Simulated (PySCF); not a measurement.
## Dipole response of Pb (lead, neutral)

[Xe] 4f14 5d10 6s1 6p3, high-spin 5S determinant (an excited configuration). Computed with PySCF 2.14 in def2-TZVPPD with the def2 core potential (60 electrons) (7s5p4d2f, 56 functions), with scalar relativity through the core potential. Coupled (time-dependent) response in atomic units; α is the mean over directions.

| method | mean α (bohr³) | C₆ (like pair) | S(−4) |
| --- | --- | --- | --- |
| UHF | 55.44 | 661.4 | 913.3 |
| PBE | 63.15 | 769.6 | 1346 |
| PBE0 | 59.58 | 718.2 | 1142 |
| M06 | 64.94 | 775.2 | 1531 |
| PW91 | 62.35 | 756.2 | 1309 |

S(−4) is the Cauchy moment in α(ω) = α(0) + S(−4) ω² + …

α(iu) at UHF:

| u (hartree) | α(iu) (bohr³) |
| --- | --- |
| 0 | 55.44 |
| 0.0500 | 53.27 |
| 0.100 | 47.87 |
| 0.200 | 35.09 |
| 0.300 | 25.37 |
| 0.500 | 14.79 |
| 0.750 | 9.125 |
| 1.00 | 6.431 |
| 1.50 | 3.910 |
| 2.00 | 2.712 |
| 3.00 | 1.555 |
| 5.00 | 0.7039 |

A single London oscillator, α(iu) = α/(1 + u²/ω²), gives C₆ = (3/4) ω α². Matching the computed C₆ needs ω = 4 × 661.4 / (3 × 55.44²) = 0.287 hartree.

Energies and moments cover only the electrons outside the core potential. Spin-orbit coupling, which splits the p, d and f shells strongly at this Z, is absent. Spin-orbit coupling is strong in this species (close to jj coupling), so the high-spin LS determinant is a model state, not a physical level.
